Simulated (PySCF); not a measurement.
Species: C₄H₆N₃OSi (doublet state).
Structure used (GFN2-xTB), in Å, numbered top down from 1:
```xyz
15
C4H6N3OSi angstrom
N      4.014   -0.915   -0.417
C      2.995   -0.264   -0.524
C      1.685    0.012   -0.707
C      0.661   -0.064    0.308
C     -0.463    0.387   -0.305
Si    -2.232    0.643    0.275
N     -2.432   -0.548    1.500
O     -0.172    0.729   -1.574
N      1.149    0.510   -1.837
H      4.899   -0.515   -0.121
H      0.778   -0.412    1.312
H     -2.376    1.933    0.949
H     -3.095    0.557   -0.909
H     -3.280   -0.549    2.044
H     -2.134   -1.496    1.330
```

The hyperfine couplings belong to this conformer and change with its torsions.

Identity: `c1(/[C]=N/[H])noc([SiH2]N)c1` [radical].

Level of theory: UKS B3LYP, pcH-1 on C H N O Si, non-relativistic, mean-field spin-orbit, GIAO (PySCF 2.14.0). Geometry: GFN2-xTB, one conformer, isolated molecule. The geometry wasn't refined by DFT: couplings that depend on bond lengths, twists or pyramidal angles can differ widely from those at the functional's own minimum. The frame is twisted about the C2–C3 bond at this geometry (dihedral N1–C2–C3–C4 = 82°); couplings at other torsion angles weren't computed. No stability test was run, so a lower SCF solution isn't excluded.

Problem. Where do the isotropic ENDOR lines of N1, N9, H10, H11 and H12/H13 fall at 332.0 mT, to first order?

Solution. For S = 1/2 in fast tumbling each set of equivalent nuclei gives two lines, ν± = |νn ± a/2| to first order, with νn = g_N μN B/h and μN/h = 7.62259 MHz/T.

| nuclei | isotope | g_N | νn (MHz) | a_iso (MHz) | lower line (MHz) | upper line (MHz) |
| --- | --- | --- | --- | --- | --- | --- |
| N1 | 14N | 0.4038 | 1.02 | 26.18 | 12.07 | 14.11 |
| N9 | 14N | 0.4038 | 1.02 | 17.29 | 7.62 | 9.66 |
| H10 | 1H | 5.5857 | 14.14 | 159.54 | 65.63 | 93.90 |
| H11 | 1H | 5.5857 | 14.14 | -5.56 | 11.36 | 16.92 |
| H12/H13 | 1H | 5.5857 | 14.14 | -2.75 | 12.76 | 15.51 |

Problem. Which pairs are centred on the nuclear Larmor frequency, and which on half the coupling?

Solution. Centred on νn, since |a| < 2νn: H11 and H12/H13. Centred on |a|/2 and split by 2νn: N1, N9 and H10.

Class means assume fast exchange of nuclei equivalent by connectivity; if that motion is slow, each nucleus keeps its own coupling.

The Mulliken spin populations are largest on C2 (+0.50), N9 (+0.37), N1 (+0.11) and C3 (-0.11).
